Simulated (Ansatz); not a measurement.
`S=C[SiH2][SnH3]` + `CC#CC[SiH3]` → `CC#[C][SnH3]` + `[SiH3]C[SiH2]C=S`  (redistribution)

Isolated molecules relaxed with PBE0-D4/def2-TZVP in Ansatz; ΔE leaves out vibrations. CCSD(T)/CBS adds triple-zeta CCSD(T) − MP2 to the extrapolated MP2 energy (def2 sets, frozen cores). DFT in def2-TZVPP. B3LYP here is the variant with VWN-RPA as its local correlation; programs differ in this. def2 core potentials past Kr. For Sn outer-core shells are correlated without core-valence functions, which leaves a few kJ/mol of doubt a bond. One conformer a species, not always the lowest.

```
             level  ΔE (kcal/mol)  difference from CCSD(T)/CBS
         r2SCAN-D4           -3.3                          2.6
           PBE0-D4           -1.9                          4.0
          B3LYP-D4           -3.1                          2.8
           ωB97X-V           -5.5                          0.4
           ωB97M-V           -6.2                         -0.3
            B2PLYP           -4.5                          1.4
               PBE            0.3                          6.2
            r2SCAN           -3.1                          2.8
              PBE0           -1.2                          4.7
             B3LYP           -1.8                          4.1
     HF/def2-TZVPP           -6.2                         -0.3
    MP2/def2-TZVPP           -7.7                         -1.8
     HF/def2-QZVPP           -6.3                         -0.4
    MP2/def2-QZVPP           -6.8                         -0.9
SCS-MP2/def2-QZVPP           -7.2                         -1.3
     MP2/CBS(def2)           -6.1                         -0.2
       CCSD(T)/CBS           -5.9                            0
```

Largest T1 diagnostic among the species: 0.015.

From PBE to PBE0 (25 % exact exchange), in def2-TZVPP and without D4, ΔE moves by −1.5 kcal/mol. In def2-TZVPP, CCSD(T) changes the Hartree–Fock value by −1.3 kcal/mol (the triples alone add −0.3 kcal/mol) and MP2 by −1.5 kcal/mol.
